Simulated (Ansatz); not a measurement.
Ideal-gas functions of `B[S][GeH3]` at 800 K and 1 bar, from an Ansatz frequency run at PBE0-D4/def2-TZVP.

Molar mass 120.53 g/mol, point group Cs (symmetry number 1), electronic degeneracy 1, moments of inertia 32.97, 176.762, 203.304 u Å². Harmonic wavenumbers (cm⁻¹, unscaled): 39, 172, 368, 396, 567, 568, 803, 815, 849, 872, 874, 943, 1203, 2165, 2177, 2178, 2589, 2689.

Use S(trans) = R[1.5 ln M + 2.5 ln T − 1.1517]; rotational temperatures θ = 24.2544 K / I; S(rot) = R[ln(√π/σ · √(T³/θAθBθC)) + 1.5]; for each mode x = 1.438777 ν̃/T, S = R[x/(eˣ − 1) − ln(1 − e⁻ˣ)] and H = RT x/(eˣ − 1); 1 cm⁻¹ = 0.0119627 kJ/mol; R = 8.31446 J/(mol·K).

Question: By hand: the entropy, in J/(mol·K).

Answer: Translation 189.1. Rotation: θ = 0.7357, 0.1372, 0.1193 K, giving 119.0. Vibration, mode by mode: 30.41, 18.10, 11.90, 11.31, 8.50, 8.49, 5.95, 5.84, 5.56, 5.38, 5.36, 4.85, 3.35, 0.84, 0.83, 0.83, 0.45, 0.39, in all 128.3. Electronic 0.0. Sum 436.4 J/(mol·K).

Question: By hand: H − E and G − E in kJ/mol, counted from the electronic energy.

Answer: Zero-point energy ½ × 20267 × 0.0119627 = 121.2; thermal vibration 49.8; translation, rotation and pV give 4 RT = 26.6. H − E = 197.6 kJ/mol, and G − E = 197.6 − 800 × 436.4/1000 = -151.5 kJ/mol.

Vibration gives 29 % of the entropy, 30.4 J/(mol·K) of it from the mode under 150 cm⁻¹: soft modes count most, and the harmonic formula is weakest for them.
